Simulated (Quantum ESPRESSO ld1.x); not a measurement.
Values are calculated unless marked as measured or tabulated.
All-electron atom: Mn in [Ar] 3d4 4s2 4p1 (not the ground configuration). Code: ld1.x of Quantum ESPRESSO 7.5. Model: Dirac Kohn-Sham, Wu-Cohen GGA, spin-unpolarised, spherical densities, point nucleus; open shells are shared between the two j in proportion to 2j + 1.

X-ray form factor f0, the Fourier transform of the density (f0(0) = 25):

sin(theta)/lambda (1/angstrom)  f0 (electrons)
0.05                                    24.173
0.1                                     22.328
0.15                                    20.359
0.2                                     18.594
0.25                                    17.025
0.3                                     15.585
0.4                                     13.007
0.5                                     10.898
0.6                                      9.310
0.8                                      7.390
1                                        6.356
1.25                                     5.397
1.5                                      4.494
2                                        2.972
